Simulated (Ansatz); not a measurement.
Geometry optimisation, Ansatz, RKS PBE0-D4/def2-SVP.

The input (input.yaml):

```yaml
crystal:
  periodic: [false, false, false]
  atoms:
    - { symbol: Al, position_ang: [0.0, 0.0, 0.0] }
    - { symbol: H, position_ang: [0.0, 0.0, 1.91] }
    - { symbol: Cl, position_ang: [1.9312, 0.0, -1.115] }
    - { symbol: Cl, position_ang: [-1.9312, 0.0, -1.115] }
    - { symbol: F, position_ang: [0.0832, -1.8866, 0.6275] }
    - { symbol: H, position_ang: [0.0446, -1.0119, 1.7645] }
basis:
  gaussian: { orbitals: def2-SVP }
hamiltonian:
  xc: pbe0
  dispersion: d4
relax:
  f_tol: 0.15
  max_steps: 25
  restrain:
    - { distance: [0, 4], at: 1.69, k: 30.0 }
    - { distance: [5, 1], at: 0.66, k: 30.0 }
    - { distance: [0, 1], at: 2.76, k: 30.0 }
    - { distance: [5, 4], at: 2.12, k: 30.0 }
```

Run as:

```bash
$ ansatz run input.yaml --threads 1 --pin off --max-ram 2048MiB --backend cpu --events-out ev --progress --plain --runs-dir out
```

**Question.** Where does it end, and by what steps?

**Answer.** It converged. The restraints hold the end off the free minimum. After 7 steps the energy has fallen by 2.148 eV (the restraints' own energy left out); Al1 moved furthest, 0.77 Å. Joined: H2–H6.

```csv
step,energy less start (eV),largest force component (eV/Å),accepted
0,0.0000,3.910,yes
1,-0.7515,4.688,yes
2,-1.4618,3.522,yes
3,-1.8893,2.343,yes
4,-2.1109,1.942,yes
5,-2.0702,1.568,no
6,-2.1391,1.679,yes
7,-2.1481,1.674,yes
```

```xyz
6
Properties=species:S:1:pos:R:3
Al 0.011 -0.621 -0.457
H 0.051 0.017 2.222
Cl 1.814 0.249 -0.994
Cl -1.809 0.185 -1.041
F 0.023 -2.072 0.377
H 0.038 -0.656 1.965
```

The run took 30 s on 1 thread of Arm Neoverse V1 (shared host), peak memory 0.15 GiB.
